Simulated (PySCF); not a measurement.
A calculated (M06-L, PySCF 2.14, Sapporo-DKH3-DZP-2012, scalar relativity by spin-free X2C-1e) atom or ion has these occupied shells.

| shell | electrons | orbital energy (eV) | rms radius, mean of both spins (bohr) |
| --- | --- | --- | --- |
| 1s α | 1 | -8247.4 | 0.0625 |
| 1s β | 1 | -8247.4 | 0.0625 |
| 2s α | 1 | -1012.9 | 0.265 |
| 2s β | 1 | -1011.4 | 0.265 |
| 2p α | 3 | -871.37 | 0.238 |
| 2p β | 3 | -870.25 | 0.238 |
| 3s α | 1 | -136.51 | 0.794 |
| 3s β | 1 | -132.08 | 0.794 |
| 3p α | 3 | -94.775 | 0.845 |
| 3p β | 3 | -90.780 | 0.845 |
| 3d α | 5 | -29.266 | 1.10 |
| 3d β | 3 | -27.329 | 1.10 |

(1) Name the element and its charge.

Answers

(1) Ni²⁺ (nickel, charge +2), in [Ar] 3d8, high-spin 3F determinant.
